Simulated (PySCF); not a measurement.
Working out the excitation energy of Ca

Ca [Ar] 4s2 (1S) → Ca [Ar] 4p2 (3P). All numbers are calculated (PySCF 2.14, the non-relativistic Hamiltonian (point nucleus), in def2-TZVPPD (6s5p3d, 36 functions)). Frozen: [Ar]. Energies in hartree (1 hartree = 27.21139 eV):

```tsv
part	Ca (lower)	Ca (upper)
UHF	-676.745801	-676.594139
CCSD correlation	-0.028346	-0.011416
(T)	0.000000	0.000000
```

Problem. What does Hartree-Fock give?

Solution. (-676.594139) − (-676.745801) = 0.151662 hartree = 4.127 eV.

Problem. What do CCSD and CCSD(T) give?

Solution. The CCSD correlation energies differ by 0.016930 hartree = 0.461 eV and the triples by 0.000000 hartree = 0.000 eV, so CCSD gives 4.588 eV and CCSD(T) 4.588 eV.

Measured between the centres of the two terms (NIST): 4.774 eV, so CCSD(T) (valence) is off by -0.186 eV.

The calculation is non-relativistic.

The coupled-cluster amplitudes are large, so a single reference is strained.

What remains against the reference includes basis incompleteness, the frozen core and higher excitations.
